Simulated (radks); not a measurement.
Values are calculated unless marked as measured or tabulated.
Spherical quantum dot in the effective-mass picture: electrons in a parabolic well V = omega^2 r^2 / 2 with omega = 3.76, all in effective atomic units (hartree* = m*/eps^2 hartree, bohr* = eps/m* bohr), one dielectric constant everywhere. Level of theory: non-relativistic Kohn-Sham, LDA (Slater exchange, Perdew-Wang correlation), spin-polarised, spherical densities (a radial shooting solver with Libxc functionals). Levels are named by radial order and angular momentum (1s, 1p, 1d, 2s, ...), and open shells are averaged over m. Each electron was tried in the lowest free levels, single moves between levels near the top were tried too, and the lowest total energy was kept; such a search can miss a lower state. At N = 1 the Hartree and exchange-correlation terms need not cancel, so that row can carry a self-interaction error.

N,open shells,2S,E (hartree*),mu = E(N) - E(N-1) (hartree*),addition energy mu(N+1) - mu(N) (hartree*),rms radius (bohr*)
1,"1s(up 1, down 0)",1,5.71950,5.7195,1.444,0.6344
2,none,0,12.8832,7.1637,4.494,0.6553
3,"1p(up 1, down 0)",1,24.5411,11.658,0.9515,0.7319
4,"1p(up 2, down 0)",2,37.1505,12.609,0.9709,0.7732
5,"1p(up 3, down 0)",3,50.7307,13.580,1.248,0.8015
6,"1p(up 3, down 1)",2,65.5587,14.828,0.9048,0.8248
7,"1p(up 3, down 2)",1,81.2916,15.733,0.9197,0.8441
8,none,0,97.9441,16.653,3.924,0.8608
9,"1d(up 1, down 0)",1,118.520,20.576,0.7991,0.8907
10,"1d(up 2, down 0)",2,139.895,21.375,0.8000,0.9156
11,"1d(up 3, down 0)",3,162.071,22.175,0.7982,0.9369
12,"1d(up 4, down 0)",4,185.044,22.974,0.7949,0.9558
13,"1d(up 5, down 0)",5,208.813,23.768,1.015,0.9727
14,"1d(up 5, down 1)",4,233.596,24.783,0.7604,0.9884
15,"1d(up 5, down 2)",3,259.139,25.543,0.7612,1.003
16,"1d(up 5, down 3)",2,285.444,26.305,0.7599,1.016
17,"1d(up 5, down 4)",1,312.509,27.065,0.7572,1.029
18,none,0,340.330,27.822,1.007,1.041
19,"2s(up 1, down 0)",1,369.159,28.829,0.8530,1.052
20,none,0,398.841,29.682,3.068,1.064
21,"1f(up 1, down 0)",1,431.590,32.750,0.6804,1.079
22,"1f(up 2, down 0)",2,465.021,33.430,0.6786,1.093
23,"1f(up 3, down 0)",3,499.129,34.109,0.6764,1.106
24,"1f(up 4, down 0)",4,533.914,34.785,0.6740,1.119
25,"1f(up 5, down 0)",5,569.374,35.459,0.6714,1.131
26,"1f(up 6, down 0)",6,605.504,36.131,0.6686,1.142
27,"1f(up 7, down 0)",7,642.303,36.799,0.8426,1.153
28,"1f(up 7, down 1)",6,679.945,37.642,0.6516,1.163
29,"1f(up 7, down 2)",5,718.238,38.293,-,1.173

All shells are closed at N = 2, 8, 18, 20 (there: 1s2 1p6 1d10 2s2); the second difference of the energy has clear peaks (12 % above both neighbours; the first and last values, which can be the largest, are not judged, and half-filled shells can peak too) at N = 2, 5, 8, 13, 18, 20, 27.
